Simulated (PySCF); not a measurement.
# MI for M along the third period

PBE0 with double-zeta basis sets in PySCF, for the lowest determinant that a PBE0 search found; no spin–orbit coupling. De refers to high-spin ground-configuration atoms. A positive dipole means M(−)I(+).

```json
{"M": "Na", "basis": "def2-SVP", "state (unpaired electrons)": "singlet (closed shell)", "Re (Å)": "2.721", "ωe (cm⁻¹)": "254", "De (eV)": "3.22", "μ (D)": "-8.99"}
{"M": "Mg", "basis": "def2-SVP", "state (unpaired electrons)": "doublet (σ ↑)", "Re (Å)": "2.612", "ωe (cm⁻¹)": "304", "De (eV)": "2.29", "μ (D)": "-3.27"}
{"M": "Al", "basis": "def2-SVP", "state (unpaired electrons)": "singlet (closed shell)", "Re (Å)": "2.551", "ωe (cm⁻¹)": "319", "De (eV)": "3.92", "μ (D)": "-1.78"}
{"M": "Si", "basis": "x2c-SVPall", "state (unpaired electrons)": "doublet (π ↑)", "Re (Å)": "2.451", "ωe (cm⁻¹)": "366", "De (eV)": "3.30", "μ (D)": "-0.52"}
{"M": "P", "basis": "x2c-SVPall", "state (unpaired electrons)": "triplet (π ↑↑)", "Re (Å)": "2.391", "ωe (cm⁻¹)": "374", "De (eV)": "2.48", "μ (D)": "0.03"}
{"M": "S", "basis": "def2-SVP", "state (unpaired electrons)": "doublet (π ↑)", "Re (Å)": "2.336", "ωe (cm⁻¹)": "398", "De (eV)": "2.28", "μ (D)": "1.13"}
{"M": "Cl", "basis": "def2-SVP", "state (unpaired electrons)": "singlet (closed shell)", "Re (Å)": "2.357", "ωe (cm⁻¹)": "386", "De (eV)": "2.19", "μ (D)": "1.39"}
```

The shortest bond is that of SI (2.336 Å), the longest that of NaI (2.721 Å).

The rows differ in basis set, which adds steps of its own.

The state changes along the series, so neighbouring rows are not always alike in their bonding.

Spin–orbit coupling is left out, which matters for elements this heavy, above all for dissociation energies. States were picked by a PBE0 search and need not be the measured ground states.
